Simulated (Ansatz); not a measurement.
CH$_{8}$BFSi$_{2}$ (`BC(F)([SiH3])[SiH3]`). The species carries charge 0 and has multiplicity 1. All single points use the PBE0-D4/def2-TZVP geometry.

```xyz
13

B    -0.685   -0.267   -1.528
C    -0.167   -0.553   -0.130
F    -0.266   -1.896    0.291
Si    1.676   -0.058   -0.028
Si   -1.127    0.513    1.134
H    -0.621    0.860   -1.927
H    -1.142   -1.133   -2.211
H     2.171   -0.398    1.329
H     1.800    1.401   -0.269
H     2.459   -0.808   -1.042
H    -2.578    0.209    1.054
H    -0.892    1.947    0.835
H    -0.628    0.183    2.491
```

(1) What is the dipole moment at B3LYP/def2-TZVPP? (An estimate is asked.)

(2) And with PBE, r2SCAN, ωB97M-V? (Estimate.)

(3) Give the Mulliken charges with B3LYP, r2SCAN, PBE in def2-TZVPP. (An estimate is asked.)

## Answers

(1) Computed: 1.42 D, with components (0.32, 1.38, 0.10) D in this frame, pointing from negative to positive charge.

(2) Computed: PBE 1.29 D, r2SCAN 1.33 D, ωB97M-V 1.41 D.

(3) Computed: 
| atom | B3LYP | r2SCAN | PBE |
| --- | --- | --- | --- |
| B1 | -0.22 | -0.13 | -0.21 |
| C2 | 0.25 | 0.19 | 0.26 |
| F3 | -0.25 | -0.24 | -0.20 |
| Si4 | 0.19 | 0.22 | 0.13 |
| Si5 | 0.19 | 0.22 | 0.13 |
| H6 | 0.05 | 0.03 | 0.04 |
| H7 | 0.06 | 0.03 | 0.04 |
| H8 | -0.05 | -0.05 | -0.03 |
| H9 | -0.04 | -0.05 | -0.03 |
| H10 | -0.05 | -0.05 | -0.04 |
| H11 | -0.05 | -0.05 | -0.04 |
| H12 | -0.04 | -0.05 | -0.03 |
| H13 | -0.05 | -0.05 | -0.03 |

B3LYP here is the variant with VWN-RPA as its local correlation; programs differ in this.
